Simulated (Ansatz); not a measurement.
Potential energy curve for AlH, singlet.

Computed with: RHF/aug-cc-pVTZ (Ansatz, a program for electronic structure); RMP2 = Ansatz with MP2 on RHF/aug-cc-pVTZ, frozen core; UHF/aug-cc-pVTZ (Ansatz); UMP2 = MP2 on UHF/aug-cc-pVTZ, frozen core run with Ansatz; UCCSD = Ansatz with CCSD on UHF/aug-cc-pVTZ, frozen core; UCCSD(T) = CCSD(T) on UHF/aug-cc-pVTZ, frozen core (Ansatz); UCCSDT = CCSDT on UHF/aug-cc-pVTZ, frozen core run with Ansatz; UCCSDT(Q) = CCSDT(Q) on UHF/aug-cc-pVTZ, frozen core in Ansatz; RKS-CAM-B3LYP = restricted CAM-B3LYP/aug-cc-pVTZ run with Ansatz; UKS-CAM-B3LYP = unrestricted CAM-B3LYP/aug-cc-pVTZ (Ansatz); RKS-B3LYP = restricted B3LYP/aug-cc-pVTZ in Ansatz; UKS-B3LYP = unrestricted B3LYP/aug-cc-pVTZ run with Ansatz; RKS-PBE = restricted PBE/aug-cc-pVTZ in Ansatz; UKS-PBE = unrestricted PBE/aug-cc-pVTZ run with Ansatz; FCI = full CI/aug-cc-pVTZ, frozen core (Ansatz).

All curves are set to zero at 1.66 Å and compared with full CI in the same basis at 1.66, 1.70, 1.79, 1.85, 1.91, 2.05, 2.25, 2.51, 2.74, 2.98, 3.33, 3.71, 4.07, 4.41, 5.04, 5.77, 6.61 Å.

Which method stays most parallel to full CI over these points, and which least?

UCCSDT(Q) has the smallest spread and RHF the largest. In order (kcal/mol): UCCSDT(Q) 0.20, UCCSDT 0.43, UKS-B3LYP 1.95, UCCSD(T) 2.41, UKS-CAM-B3LYP 3.11, UCCSD 3.50, UKS-PBE 3.88, UMP2 13.36, RKS-PBE 18.59, UHF 23.64, RKS-B3LYP 25.25, RMP2 34.00, RKS-CAM-B3LYP 41.11, RHF 55.74.

Errors against full CI at some of the points (kcal/mol):

```json
[
 {"method": "UCCSDT(Q)", "2.05 Å": "0.0", "2.51 Å": "0.0", "3.33 Å": "0.0", "4.07 Å": "0.1", "6.61 Å": "0.0"},
 {"method": "UCCSDT", "2.05 Å": "0.0", "2.51 Å": "0.0", "3.33 Å": "0.2", "4.07 Å": "0.4", "6.61 Å": "-0.1"},
 {"method": "UKS-B3LYP", "2.05 Å": "-0.6", "2.51 Å": "-0.7", "3.33 Å": "-0.5", "4.07 Å": "-1.8", "6.61 Å": "0.2"},
 {"method": "UCCSD(T)", "2.05 Å": "0.1", "2.51 Å": "0.3", "3.33 Å": "2.2", "4.07 Å": "1.7", "6.61 Å": "0.0"},
 {"method": "UKS-CAM-B3LYP", "2.05 Å": "0.2", "2.51 Å": "1.3", "3.33 Å": "2.1", "4.07 Å": "0.1", "6.61 Å": "0.0"},
 {"method": "UCCSD", "2.05 Å": "0.2", "2.51 Å": "1.0", "3.33 Å": "3.3", "4.07 Å": "1.6", "6.61 Å": "-0.2"},
 {"method": "UKS-PBE", "2.05 Å": "-1.9", "2.51 Å": "-3.1", "3.33 Å": "-2.8", "4.07 Å": "-3.9", "6.61 Å": "-3.4"},
 {"method": "UMP2", "2.05 Å": "-1.5", "2.51 Å": "4.4", "3.33 Å": "3.1", "4.07 Å": "-3.3", "6.61 Å": "-5.8"},
 {"method": "RKS-PBE", "2.05 Å": "-1.9", "2.51 Å": "-3.1", "3.33 Å": "-1.8", "4.07 Å": "3.1", "6.61 Å": "15.4"},
 {"method": "UHF", "2.05 Å": "1.6", "2.51 Å": "3.7", "3.33 Å": "-8.7", "4.07 Å": "-16.9", "6.61 Å": "-20.0"},
 {"method": "RKS-B3LYP", "2.05 Å": "-0.6", "2.51 Å": "-0.7", "3.33 Å": "2.0", "4.07 Å": "8.2", "6.61 Å": "24.5"},
 {"method": "RMP2", "2.05 Å": "1.0", "2.51 Å": "3.1", "3.33 Å": "9.8", "4.07 Å": "19.2", "6.61 Å": "33.7"},
 {"method": "RKS-CAM-B3LYP", "2.05 Å": "0.2", "2.51 Å": "1.3", "3.33 Å": "6.9", "4.07 Å": "16.2", "6.61 Å": "41.1"},
 {"method": "RHF", "2.05 Å": "1.3", "2.51 Å": "4.1", "3.33 Å": "12.2", "4.07 Å": "23.7", "6.61 Å": "55.7"}
]
```

The restricted form behind RHF, RMP2, RKS-CAM-B3LYP, RKS-B3LYP, RKS-PBE keeps the bonding electrons paired and can't separate into open-shell fragments. The T1 diagnostic of CCSD on the restricted reference of RMP2 exceeds 0.045 at 2.98 to 6.61 Å. The unrestricted determinant behind UHF, UMP2, UCCSD, UCCSD(T), UCCSDT, UCCSDT(Q) is spin-contaminated at 1.23 to 1.91, 2.51 to 6.61 Å (<S²> up to 1.0, against 0.00 for a pure singlet). The unrestricted determinant behind UKS-CAM-B3LYP, UKS-B3LYP is spin-contaminated at 2.98 to 6.61 Å (<S²> up to 1.0, against 0.00 for a pure singlet). The unrestricted determinant behind UKS-PBE is spin-contaminated at 3.33 to 6.61 Å (<S²> up to 1.0, against 0.00 for a pure singlet).
